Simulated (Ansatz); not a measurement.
Reaction (formal hydrolysis of a Ge–Si bond): `Cl[SiH2][GeH]1[CH2][O]1` + H₂O → `[OH][GeH]1[CH2][O]1` + `[SiH3]Cl`

Computed with Ansatz on PBE0-D4/def2-TZVP structures; ΔE is electronic, products minus reactants. CBS: MP2 limit from def2 TZ/QZ plus the TZ coupled-cluster correction, frozen cores. This one scheme is used for every species. For Ge outer-core shells are correlated without core-valence functions, which leaves a few kJ/mol of doubt a bond. Scalar relativity is left out up to krypton. Each species was taken in one conformer, which may not be the lowest.

| species | MP2/def2-TZVPP energy (Eh) |
| --- | --- |
| `Cl[SiH2][GeH]1[CH2][O]1` | -2940.48498 |
| H₂O | -76.32349 |
| `[OH][GeH]1[CH2][O]1` | -2266.24190 |
| `[SiH3]Cl` | -750.56877 |

Task: Work out ΔE.

Result: ΔE = (-2266.24190) + (-750.56877) − (-2940.48498) − (-76.32349) = -0.00220 Eh = -1.4 kcal/mol. CCSD(T)/CBS gives +0.5 kcal/mol.

Largest T1 diagnostic among the species: 0.014.

In def2-TZVPP, CCSD(T) changes the Hartree–Fock value by +6.6 kcal/mol (the triples alone add +0.9 kcal/mol) and MP2 by +6.5 kcal/mol. The D4 term adds +2.1 kcal/mol with B3LYP and +1.3 kcal/mol with PBE0; it sums over pairs of atoms, weighted by their polarisabilities, and B3LYP, whose exchange is more repulsive, gets the larger term. From PBE to PBE0 (25 % exact exchange), in def2-TZVPP and without D4, ΔE moves by −0.9 kcal/mol.

B3LYP here is the variant with VWN-RPA as its local correlation; programs differ in this.
